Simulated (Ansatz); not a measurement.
Species: C₂H₁₀OSi₂, charge 0, multiplicity 1. SMILES: C[SiH2]O[SiH2]C
Geometry from a B3LYP-D3(BJ)/def2-TZVP (Ansatz, an electronic-structure program) optimisation:
```xyz
15

C     -2.6212     1.0509     0.2830
Si    -1.5864    -0.4112    -0.2267
O     -0.0018    -0.0485    -0.0061
Si     1.5574    -0.5405    -0.1403
C      2.6789     0.8309     0.4338
H     -2.3768     1.9295    -0.3171
H     -3.6837     0.8335     0.1496
H     -2.4550     1.2983     1.3333
H     -1.9350    -1.6023     0.5878
H     -1.8202    -0.7395    -1.6555
H      1.7608    -1.7570     0.6859
H      1.8426    -0.8859    -1.5557
H      2.5373     1.7288    -0.1708
H      3.7259     0.5288     0.3528
H      2.4794     1.0867     1.4762
```

Wanted: vertical ionisation energy (to the doublet state of charge +1; each state is the SCF solution reached for its spin; for the doublet the Hartree-Fock reference is unstable and T1 is 0.045), in eV. Cores are frozen in the correlated levels unless marked. Open shells are spin-unrestricted. Spin-orbit coupling is left out. Non-relativistic. Basis-set limits of correlation are two-point, X^-3; Hartree-Fock from the larger set.

```tsv
level	program	vertical ionisation energy (eV)
HF/aug-cc-pV(T+d)Z	Ansatz	10.15
HF/aug-cc-pV(Q+d)Z	Ansatz	10.15
SVWN5/def2-TZVPD	Ansatz	9.75
r2SCAN/def2-TZVPD	Ansatz	9.86
B3LYP/def2-TZVPD	Ansatz	10.13
PBE0/def2-TZVPD	Ansatz	10.17
BHLYP/def2-TZVPD	Ansatz	10.60
wB97M-V/def2-TZVPD	Ansatz	10.63
wB97X-V/def2-TZVPD	Ansatz	10.70
B2PLYP/def2-TZVPD	Ansatz	10.39
RI-MP2/aug-cc-pV(Q+d)Z	Ansatz	11.78
RI-MP2/CBS(aug-cc-pV(T+d)Z,aug-cc-pV(Q+d)Z)	Ansatz	11.82
CCSD/aug-cc-pV(D+d)Z	Ansatz	10.83
CCSD(T)/aug-cc-pV(D+d)Z	Ansatz	10.71
```
